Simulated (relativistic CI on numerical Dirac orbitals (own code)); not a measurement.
## What each ingredient does to the levels of Ag²⁸⁺

Base calculation: Dirac-Coulomb-Breit CI, KLI orbitals optimised for each configuration, model QED (radiative potential, 1s self-energy scaled to tabulated hydrogen-like ionisation energies), unscaled Slater integrals.

Configuration list (outside the closed core [Ne]): 3s²3p⁶3d, 3s²3p⁵3d², 3s3p⁶3d², 3s²3p⁶4s, 3s²3p⁶4p, 3s²3p⁶4d, 3s²3p⁵3d4s, 3s²3p⁶4f, 3s²3p⁵3d4p, 3p⁶3d³, 3p⁵3d⁴, 3p⁵3d³4s. Double excitations out of closed p, d and f shells are left out; levels of such configurations are missing from the list, as are those of other unlisted configurations, and high levels can miss mixing partners. These lack a partner that the ground configuration has and come out too high: 3s²3p⁵3d4p.

Variants: (1) P86 correlation estimate; (2) configuration mixing switched off; (3) Breit term removed. Shifts of the energy above 3s²3p⁶3d ²D3/2, in cm⁻¹, for the lowest level and the first level of each name with at least 55 % of one term (blank where a level changes its place among those of its configuration and J or its character, or is not in the variant):

```tsv
Level	Base	Δ(1)	Δ(2)	Δ(3)
3s²3p⁶3d ²D3/2	0	0	0	0
3s²3p⁶3d ²D5/2	67028	0	+59	+2812
3s²3p⁵3d² ⁴D°1/2	1075421	+2326	-2498	+3609
3s²3p⁵3d² ⁴D°3/2	1086079	+2326	-2475	+3403
3s²3p⁵3d² ⁴D°7/2	1166039	+2326	-2468	+7136
3s²3p⁵3d² ⁴G°9/2	1169783	+2326	-2533	+7252
3s²3p⁵3d² ⁴G°11/2	1193676	+2326	-2528	+9709
3s²3p⁵3d² ⁴P°5/2	1199198	+2326	-2475	+6360
3s²3p⁵3d² ⁴F°9/2	1257469	+2326	-2530	+8949
3s²3p⁵3d² ²D°5/2	1260178	+2326	-2368	+7471
3s²3p⁵3d² ²H°11/2	1276706	+2326	-2518	+9448
3s²3p⁵3d² ²P°1/2	1320232	+2326	-2433	+7803
3s²3p⁵3d² ²G°9/2	1334766	+2326	-2512	+8199
3s3p⁶3d² ⁴F3/2	2334322	+3919	-3784	+2936
```

At this charge energies of transitions that change n are usually good to better than 1 %, and those within a shell (Δn = 0) to a few per cent.

Ionisation energy from the two ground configurations alone: base 1534.76 eV; P86 correlation estimate 1536.45 eV; Breit term removed 1535.37 eV. The NIST ASD value (theoretical) is 1535 eV.

LS names give the leading component of a level, which can be under half, so a name can repeat, a term be missing and a line seem to break the LS rules.
